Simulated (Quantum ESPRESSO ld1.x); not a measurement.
Results of a calculation; reference values are marked as such.
All-electron atom: Ce4+ in [Kr] 4d10 5s2 5p5.5 4f0.5 (fractional occupations, a model configuration). Code: ld1.x of Quantum ESPRESSO 7.5. Model: scalar-relativistic Kohn-Sham, LDA (Slater exchange, Perdew-Zunger correlation), spin-unpolarised, spherical densities, point nucleus.

Normalised radial functions P(r) = r R(r), r in bohr:

r	4d	5p	5d
0.002103	0.0000	0.0027	0.0000
0.002429	0.0001	0.0035	0.0000
0.002827	0.0001	0.0045	0.0000
0.003265	0.0001	0.0058	0.0001
0.003801	0.0002	0.0075	0.0001
0.00439	0.0003	0.0097	0.0001
0.005111	0.0005	0.0125	0.0002
0.005902	0.0007	0.0160	0.0003
0.006816	0.0011	0.0203	0.0004
0.007935	0.0016	0.0261	0.0006
0.009164	0.0024	0.0330	0.0009
0.01067	0.0037	0.0420	0.0013
0.01232	0.0054	0.0525	0.0019
0.01434	0.0081	0.0658	0.0029
0.01657	0.0118	0.0809	0.0042
0.01928	0.0176	0.0995	0.0062
0.02227	0.0253	0.1194	0.0090
0.02593	0.0370	0.1425	0.0131
0.02994	0.0525	0.1653	0.0186
0.03486	0.0751	0.1887	0.0266
0.04026	0.1041	0.2080	0.0368
0.04649	0.1422	0.2213	0.0503
0.05413	0.1943	0.2248	0.0687
0.06251	0.2560	0.2137	0.0904
0.07277	0.3346	0.1824	0.1180
0.08404	0.4200	0.1311	0.1479
0.09784	0.5169	0.0538	0.1816
0.113	0.6067	-0.0375	0.2124
0.1315	0.6858	-0.1431	0.2387
0.1519	0.7292	-0.2365	0.2516
0.1769	0.7213	-0.3071	0.2453
0.2042	0.6449	-0.3267	0.2137
0.2359	0.4891	-0.2845	0.1533
0.2746	0.2369	-0.1676	0.0584
0.3171	-0.0715	-0.0001	-0.0543
0.3692	-0.4368	0.2037	-0.1824
0.4264	-0.7750	0.3761	-0.2919
0.4964	-1.0686	0.4819	-0.3695
0.5732	-1.2425	0.4702	-0.3858
0.6673	-1.2902	0.3248	-0.3287
0.7707	-1.2107	0.0800	-0.2039
0.8972	-1.0261	-0.2399	-0.0123
1.036	-0.8002	-0.5377	0.2013
1.206	-0.5570	-0.7810	0.4269
1.393	-0.3574	-0.9023	0.6084
1.609	-0.2061	-0.9045	0.7320
1.873	-0.1014	-0.7954	0.7817
2.163	-0.0452	-0.6256	0.7491
2.518	-0.0163	-0.4270	0.6436
2.908	-0.0052	-0.2609	0.5017
3.386	-0.0012	-0.1330	0.3419
3.91	-0.0003	-0.0597	0.2095
4.552	0.0000	-0.0211	0.1076
5.257	0.0000	-0.0064	0.0488
6.12	0.0000	-0.0014	0.0175
7.068	0.0000	-0.0003	0.0054
8.228	0.0000	0.0000	0.0012
9.503	0.0000	0.0000	0.0002

4d: eigenvalue -151.34 eV, 1 radial node at r = 0.307 bohr, <r> = 0.740 bohr, 90 % of the charge inside 1.11 bohr. 5p: eigenvalue -59.404 eV, 3 radial nodes at r = 0.107, 0.317, 0.802 bohr, <r> = 1.65 bohr, 90 % of the charge inside 2.38 bohr. 5d (empty): eigenvalue -35.119 eV, 2 radial nodes at r = 0.297, 0.905 bohr, <r> = 2.14 bohr, 90 % of the charge inside 3.12 bohr.
